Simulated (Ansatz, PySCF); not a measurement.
CH₉NSi₄, SMILES [SiH2]1N=C[SiH2][Si@@H]1[SiH3]. Atoms are numbered in the order given.

```xyz
15

Si    -2.4628    -0.9411    -0.5421
Si    -0.7165    -0.1587     0.7965
Si     1.2739    -1.3052     0.3288
C      2.2759     0.1493    -0.4670
N      1.8434     1.3372    -0.5918
Si     0.2313     1.8390    -0.0444
H     -2.8734    -2.3258    -0.1556
H     -1.9758    -0.9575    -1.9563
H     -3.6547    -0.0428    -0.4529
H     -1.0410    -0.1251     2.2551
H      2.0102    -1.8360     1.5185
H      1.1411    -2.4130    -0.6694
H      3.2994    -0.0671    -0.8410
H      0.3968     2.9171     0.9741
H     -0.4980     2.3950    -1.2222
```

The structure is a stationary point at PBE0-D3(BJ)/def2-SVP. The structure was generated by enumeration; whether it is a known compound was not checked.

Two levels are set side by side: PBE-D3(BJ)/def2-SVP (Ansatz, a first-principles code) and PBE0-D3(BJ)/def2-SVP (Ansatz). Each level has its own optimised geometry; the coordinates shown are those of the second. Frequencies come from the Hessian of PySCF at each geometry. Differences are taken from unrounded values.

```
quantity                            PBE0-D3(BJ)
----------------------------------  -----------
mean bond length (Å)                      1.673
bond Si1–Si2 (Å)                          2.335
bond Si2–Si3 (Å)                          2.344
bond Si2–Si6 (Å)                          2.366
bond Si3–C4 (Å)                           1.937
bond C4–N5 (Å)                            1.270
bond N5–Si6 (Å)                           1.775
bond Si1–H7 (Å)                           1.495
bond Si1–H8 (Å)                           1.496
bond Si1–H9 (Å)                           1.495
bond Si2–H10 (Å)                          1.495
bond Si3–H11 (Å)                          1.496
bond Si3–H12 (Å)                          1.497
bond C4–H13 (Å)                           1.111
bond Si6–H14 (Å)                          1.492
bond Si6–H15 (Å)                          1.493
highest harmonic wavenumber (cm⁻¹)         3009
mean harmonic wavenumber (cm⁻¹)            1009
zero-point energy (kcal/mol)              56.25
```

### Question
What does PBE-D3(BJ) give, and how far is it from PBE0-D3(BJ)? (Estimate from the structure and the level; the computed values follow.)

### Answer

```tsv
quantity	PBE-D3(BJ)	PBE-D3(BJ) minus PBE0-D3(BJ)
mean bond length (Å)	1.684	0.011
bond Si1–Si2 (Å)	2.343	0.007
bond Si2–Si3 (Å)	2.354	0.010
bond Si2–Si6 (Å)	2.377	0.012
bond Si3–C4 (Å)	1.951	0.014
bond C4–N5 (Å)	1.282	0.011
bond N5–Si6 (Å)	1.791	0.016
bond Si1–H7 (Å)	1.506	0.011
bond Si1–H8 (Å)	1.506	0.010
bond Si1–H9 (Å)	1.506	0.011
bond Si2–H10 (Å)	1.505	0.011
bond Si3–H11 (Å)	1.508	0.011
bond Si3–H12 (Å)	1.508	0.011
bond C4–H13 (Å)	1.120	0.009
bond Si6–H14 (Å)	1.503	0.011
bond Si6–H15 (Å)	1.504	0.011
highest harmonic wavenumber (cm⁻¹)	2907	-102
mean harmonic wavenumber (cm⁻¹)	972	-37
zero-point energy (kcal/mol)	54.21	-2.05
```

GGA bonds tend to be longer and softer than those of functionals with exact exchange. Differences between two approximate levels are no errors against the true value.
